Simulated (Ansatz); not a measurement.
Several settings on one geometry of SeOF₂ (that of the charge 0 singlet, PBE-D4/def2-TZVP). Ansatz on 4 threads of Intel Xeon on a shared host; times are rough.

Cartesian coordinates in Å:
```
Se 0.0782 0.0031 0.5883
O 1.5341 -0.0318 -0.0760
F -0.7799 1.3039 -0.2664
F -0.8324 -1.2751 -0.2459
```

Totals from different functionals, basis sets or treatments of relativity can't be compared as stabilities.

DK, ANO-RCC and x2c sets are all-electron and run with scalar relativity unless a key says otherwise. The 6-31G sets use Cartesian d functions.

Question: Give the basis size and estimate the energy, ⟨S²⟩, dipole and time of these runs.

| run | method | charge | state | further keys |
| --- | --- | --- | --- | --- |
| 1 | RKS PBE-D3(BJ)/x2c-TZVPPall | 0 | singlet | final_grid: {core_spheres: 8, valence_spheres: 7, degree: 23}; nuclear_model: gaussian; pseudopotentials: {relativity: scalar}; forces asked |
| 2 | RKS r2SCAN50-D3(BJ)/def2-SVPD | 0 | singlet | scf: {omitted_lower_state_checks: [starts]}; forces asked |
| 3 | RKS r2SCANh/6-31G* | 0 | singlet | accuracy: high; scf: {lower_state_search: light} |

Answer: 
```csv
run,functions,energy (Eh),⟨S²⟩,dipole (D),wall time
1,141,-2704.5380,–,2.71,2.7 s
2,110,-2675.6806,–,3.08,7 s
3,80,-2675.9588,–,–,7 s
```
